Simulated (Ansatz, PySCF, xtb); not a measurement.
Pair of molecules: CH4O (SMILES CO) (first 6 atoms) with C3H8 (SMILES CCC); geometry from B3LYP-D3(BJ)/def2-TZVP, rigid monomers moved along the line of their centres of mass till H6···C7 is 3.06 Å.
(charge 0, multiplicity 1):
```xyz
17

C      0.48433     0.24328    -0.27983
O     -0.51380    -0.51808     0.38321
H      0.75164     1.14700     0.27857
H      0.06814     0.54281    -1.24074
H      1.39337    -0.34016    -0.46388
H     -0.17450    -0.79623     1.23980
C     -0.30045    -1.25895     4.26083
C     -0.02165     0.10627     4.88430
C      0.33881     1.16808     3.84849
H     -0.53235    -2.00996     5.01786
H     -1.15195    -1.21196     3.57682
H      0.56903    -1.62050     3.70256
H      0.79065     0.01504     5.61109
H     -0.90063     0.43142     5.44801
H      0.52025     2.13778     4.31519
H      1.24582     0.89091     3.30385
H     -0.46285     1.29307     3.11699
```

Interaction energies are E(AB) − E(A) − E(B) at the monomers' geometry in the complex; basis-set methods are counterpoise corrected. Rows marked so take none.

Rows in 6-31G* carry no dispersion term and start afresh at each structure (6-31G* with six Cartesian d functions).

Codes used: Ansatz (Gaussian orbitals); PySCF for 6-31G* rows; xtb for the GFN methods. Values without a source in brackets are computed.

Q: One of these levels gives -0.48 kcal/mol for the interaction energy. Which?
(A) HF/6-31G* (no counterpoise)
(B) GFN2-xTB
(C) HF/aug-cc-pVDZ

A: A, HF/6-31G* (no counterpoise). The others give -1.53 (GFN2-xTB), -0.02 (HF/aug-cc-pVDZ)

Ansatz is a program for electronic structure.
